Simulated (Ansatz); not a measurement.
Program: Ansatz. Geometries: PBE0-D4/def2-TZVP. ΔE: electronic, gas phase. CCSD(T)/CBS adds triple-zeta CCSD(T) − MP2 to the extrapolated MP2 energy (def2 sets, frozen cores). Functionals use def2-TZVPP. One conformer a species, not always the lowest.

`OC([SiH3])[SiH3]` → `C[SiH](O)[SiH3]`  (isomerisation)

`OC([SiH3])[SiH3]`:

Z-matrix (Å, degrees):
```
C
Si 1 1.888
Si 1 1.891 2 112.6
O 1 1.432 2 107.2 3 -122.7
H 1 1.102 2 106.4 3 118.2
H 2 1.485 1 110.2 3 60.8
H 2 1.488 1 107.9 3 -58.4
H 2 1.486 1 110.5 3 -178.0
H 3 1.492 1 107.7 2 -170.5
H 3 1.486 1 110.9 2 -51.9
H 3 1.487 1 110.8 2 70.2
H 4 0.962 1 108.9 2 178.3
```

`C[SiH](O)[SiH3]`:

```xyz
12

C     0.838    1.502    0.054
Si    0.431   -0.260   -0.418
O    -0.162   -0.370   -1.961
Si   -1.230   -1.158    0.966
H    -0.044    2.142   -0.013
H     1.612    1.916   -0.598
H     1.212    1.542    1.081
H     1.682   -1.070   -0.293
H     0.441   -0.188   -2.683
H    -2.484   -0.361    0.877
H    -0.763   -1.126    2.381
H    -1.535   -2.569    0.607
```

CCSD(T)/CBS gives -212.5 kJ/mol.

Q: Another level gave -213.2 kJ/mol. Which?
A. r2SCAN0/def2-TZVPP
B. BHLYP-D4/def2-TZVPP
C. PBE/def2-TZVPP
D. revPBE-D4/def2-TZVPP

A: B. BHLYP-D4 -213.2, PBE -208.5, r2SCAN0 -218.0, revPBE-D4 -202.8 kJ/mol.

Largest T1 diagnostic among the species: 0.012.

Leaving LDA and LC-ωPBE aside and taking each functional with its dispersion term where it has one, the values, not all of them listed here, spread over 18.4 kJ/mol, from B97M-V to BLYP-D4. LDA lies +4.3 kJ/mol from PBE without D4. From BLYP to BHLYP (50 % exact exchange), in def2-TZVPP and without D4, ΔE moves by −7.9 kJ/mol.

CCSD(T)/CBS has its own doubt, a few kJ/mol and more with outer-core shells, so smaller differences from it don't rank the levels.
